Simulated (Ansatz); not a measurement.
Ansatz (an electronic-structure program) input:

Ansatz 0.2 input:
```yaml
crystal:
  periodic: [false, false, false]
  atoms:
    - {symbol: C, position_ang: [-0.15940054, 1.57954574, 0.24414693]}
    - {symbol: C, position_ang: [-0.58632340, 0.13898903, 0.30069527]}
    - {symbol: C, position_ang: [-1.82138182, -0.21804191, -0.47909186]}
    - {symbol: O, position_ang: [0.53910135, -0.76358318, -0.30400201]}
    - {symbol: C, position_ang: [1.88247956, -0.77151140, 0.31497741]}
    - {symbol: H, position_ang: [0.74693558, 1.77418607, 0.81533264]}
    - {symbol: H, position_ang: [-0.95501857, 2.17928420, 0.69004743]}
    - {symbol: H, position_ang: [-0.02907078, 1.92168892, -0.78426142]}
    - {symbol: H, position_ang: [-0.61641175, -0.25258926, 1.31557562]}
    - {symbol: H, position_ang: [-1.75598714, 0.11900883, -1.51622686]}
    - {symbol: H, position_ang: [-2.02295121, -1.28766876, -0.44864277]}
    - {symbol: H, position_ang: [-2.66894606, 0.29743958, -0.02481147]}
    - {symbol: H, position_ang: [2.37373398, 0.18120732, 0.14188235]}
    - {symbol: H, position_ang: [2.41739053, -1.59731512, -0.14381901]}
    - {symbol: H, position_ang: [1.71769010, -0.95733920, 1.37092998]}
    - {symbol: H, position_ang: [0.58758162, -0.64312596, -1.26835686]}
basis:
  gaussian:
    orbitals: def2-TZVP
hamiltonian:
  xc: b3lyp
  dispersion: d3bj
total_charge: 1
phonons: {temperatures: {t_min: 298.15, t_max: 298.15, t_step: 100}}
```

**Question.** What final total energy does it print?

**Answer.** -234.10221 Eh (B3LYP-D3(BJ)/def2-TZVP). The basis has 221 functions.

It need not be the lowest isomer of its formula.
